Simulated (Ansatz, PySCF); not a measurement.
SbF3, SMILES [F][Sb]([F])[F].

Geometry optimised at PBE-D3(BJ)/def2-SVP. The isomer is the one that the SMILES or the coordinates give; other isomers of the formula were not compared. The def2 effective core potentials stand for the cores of Sb; spin–orbit coupling is left out.

Vertical ionisation energy (IE) and electron affinity (EA) in eV. Rows of orbital energies are one-electron estimates. Where ΔSCF, EOM or ADC give a negative EA the extra electron is unbound and the value depends on the basis.

| level | IE | EA |
|---|---|---|
| −ε(HOMO), −ε(LUMO), M06-2X/def2-TZVPD (PySCF) | [?] | [?] |
| −ε(HOMO), −ε(LUMO), PBE/def2-TZVPD (PySCF) | 8.61 | 2.77 |
| ΔSCF, CAM-B3LYP/def2-SVPD (Ansatz), final states of multiplicity 2 and 2 | 12.73 | 0.17 |
| ΔSCF, PBE/def2-SVPD (Ansatz), final states of multiplicity 2 and 2 | 12.09 | 0.02 |

Task: Some entries are withheld; supply them. (Estimate from the structure and the level; the computed values follow.)

Result: 
- −ε(HOMO), −ε(LUMO), M06-2X/def2-TZVPD (PySCF), IE: 11.40
- −ε(HOMO), −ε(LUMO), M06-2X/def2-TZVPD (PySCF), EA: 1.19

Task: What vertical singlet–triplet gap does ΔSCF give with CAM-B3LYP/def2-SVPD (Ansatz, a first-principles code) and with PBE/def2-SVPD (Ansatz)? (Estimate from the structure and the level; the computed values follow.)

Result: 5.69 and 5.36 eV (triplet above singlet where positive).
